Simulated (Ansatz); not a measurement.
Isolated molecules relaxed with PBE0-D4/def2-TZVP in Ansatz; ΔE leaves out vibrations. CCSD(T)/CBS is the MP2 limit (def2-TZVPP, def2-QZVPP) plus CCSD(T) − MP2 in def2-TZVPP, frozen cores. DFT in def2-TZVPP. B3LYP here is the variant with VWN-RPA as its local correlation; programs differ in this.

Consider the isomerisation: `C[SiH]1C=CS1` → `CC#CS[SiH3]`.

Task: Is it downhill or uphill in electronic energy at CCSD(T)/CBS, and by how much? (Estimate.)

Result: The calculation gave: Uphill: ΔE = +33.5 kcal/mol.

Task: What do these levels give: PBE0-D4, B2PLYP, r2SCAN, PBE0, B3LYP, HF/def2-TZVPP? (An estimate is asked.)

Result: Computed: PBE0-D4 35.8, B2PLYP 29.8, r2SCAN 34.2, PBE0 35.0, B3LYP 28.5, HF/def2-TZVPP 26.2 kcal/mol.

Largest T1 diagnostic among the species: 0.013.

The D4 term adds +1.6 kcal/mol with B3LYP and +0.8 kcal/mol with PBE0; it sums over pairs of atoms, weighted by their polarisabilities, and B3LYP, whose exchange is more repulsive, gets the larger term. In def2-TZVPP, CCSD(T) changes the Hartree–Fock value by +6.2 kcal/mol (the triples alone add +0.8 kcal/mol) and MP2 by +6.0 kcal/mol. From PBE to PBE0 (25 % exact exchange), in def2-TZVPP and without D4, ΔE moves by +1.8 kcal/mol.
